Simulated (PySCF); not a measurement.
# Electronic absorption of C6H9N3

Compound: C₆H₉N₃.
SMILES: `CCc1cc(C)nnn1`

Theory: TDDFT CAM-B3LYP/def2-SVPD, vertical, gas phase, core orbitals frozen in the response in PySCF 2.14.0, density-fitted response routines. The structure is a single PBE0-D3(BJ)/def2-SVP conformer in the gas phase; no vibrational or solvent corrections. Torsions of this conformer, `[CH3:1][CH2:2][c:3]1[cH:4][c:5]([CH3:6])[n:7][n:8][n:9]1`: C1–C2–C3–C4 -115°.

Question: List the vertical singlet excitations with oscillator strengths and describe the spectrum.

Answer: 

```tsv
state	E (eV)	ν̃ (cm⁻¹)	f	|μ| (D)	main configurations (H = HOMO, L = LUMO)
S1	3.67	29600	0.0052	0.61	H→L (97%)
S2	4.28	34520	0.0000	0.04	H-1→L (65%), H→L+1 (34%)
S3	4.30	34690	0.0000	0.03	H→L+1 (64%), H-1→L (33%)
S4	4.79	38660	0.0052	0.54	H-1→L+1 (97%)
S5	5.83	47000	0.0004	0.14	H-3→L (52%), H-2→L+1 (36%)
S6	6.44	51950	0.011	0.67	H-2→L (66%), H-3→L+1 (21%)
S7	7.15	57700	0.0013	0.22	H→L+2 (77%), H→L+6 (8%)
S8	7.17	57860	0.632	4.82	H-2→L+1 (48%), H-3→L (28%), H-3→L+1 (13%)
S9	7.26	58590	0.017	0.79	H-6→L (55%), H-5→L (28%)
S10	7.28	58720	0.317	3.39	H-3→L+1 (46%), H-2→L (19%), H-2→L+1 (10%)
```

Triplets (Tamm–Dancoff): T1 2.70 eV, H→L (90%); T2 3.67 eV, H→L+1 (51%), H-1→L (42%); T3 4.13 eV, H-1→L (53%), H→L+1 (41%); T4 4.29 eV, H-2→L (67%), H-3→L+1 (15%).

The lowest singlet lies at 3.67 eV (338 nm, ultraviolet) and is weak; its leading configuration is HOMO→LUMO (97%). The strongest level in the table is S8 at 7.17 eV (173 nm, f = 0.632). Löwdin shares by element: HOMO nitrogen 85%, carbon 5% or more; LUMO nitrogen 42% or more, carbon 31% or more (atoms not listed hold the other 27%). Weighted by f, the mean energy of these states is 7.17 eV. Orbital energies (eV): HOMO-3 -10.22, HOMO-2 -10.07, HOMO-1 -9.11, HOMO -8.44, LUMO -0.61, LUMO+1 -0.23, LUMO+2 1.09. The listed states span 3.61 eV, and the widest gap between neighbours is 1.03 eV (S4 to S5). No computed singlet lies in the visible range (380 to 750 nm); the lowest, at 338 nm, stands 0.41 eV above its violet end (3.26 eV); a Tamm–Dancoff triplet lies at 459 nm, without intensity as long as spin–orbit coupling is left out. The vertical ionisation energy (ΔSCF) is 9.18 eV, 1.90 eV above S10. Only the lowest 10 singlets were computed, as vertical energies without vibronic structure.
